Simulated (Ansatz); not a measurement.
CH$_{7}$BO$_{3}$Si (`COB(O)O[SiH3]`). The species carries charge 0 and has multiplicity 1. All single points use the PBE0-D4/def2-TZVP geometry. It is one conformer, not always the lowest.

```xyz
13

C    -1.800   -0.109    1.072
O    -0.702    0.157    0.234
B     0.455   -0.575    0.307
O     0.660   -1.606    1.177
O     1.465   -0.253   -0.543
Si    1.548    0.913   -1.704
H    -2.587    0.606    0.834
H    -2.195   -1.119    0.910
H    -1.539    0.011    2.130
H    -0.083   -1.794    1.752
H     0.507    0.701   -2.742
H     2.892    0.804   -2.319
H     1.381    2.264   -1.109
```

(1) What is the dipole moment at PBE/def2-TZVPP? (Estimate.)

(2) And with r2SCAN, B3LYP, ωB97M-V? (An estimate is asked.)

(3) Give the Mulliken charges with PBE, r2SCAN, B3LYP in def2-TZVPP. (Estimate.)

Answers

(1) Ansatz gave: 2.95 D, with components (-2.60, -0.01, 1.40) D in this frame, pointing from negative to positive charge.

(2) Computed: r2SCAN 3.01 D, B3LYP 3.05 D, ωB97M-V 3.07 D.

(3) Computed: 
```
atom    PBE  r2SCAN  B3LYP
  C1  -0.16   -0.01  -0.14
  O2  -0.24   -0.32  -0.31
  B3   0.30    0.46   0.40
  O4  -0.25   -0.31  -0.28
  O5  -0.28   -0.39  -0.35
 Si6   0.35    0.43   0.42
  H7   0.11    0.07   0.12
  H8   0.09    0.06   0.10
  H9   0.09    0.05   0.09
 H10   0.18    0.19   0.18
 H11  -0.07   -0.08  -0.08
 H12  -0.06   -0.07  -0.07
 H13  -0.07   -0.08  -0.08
```

B3LYP here is the variant with VWN-RPA as its local correlation; programs differ in this.
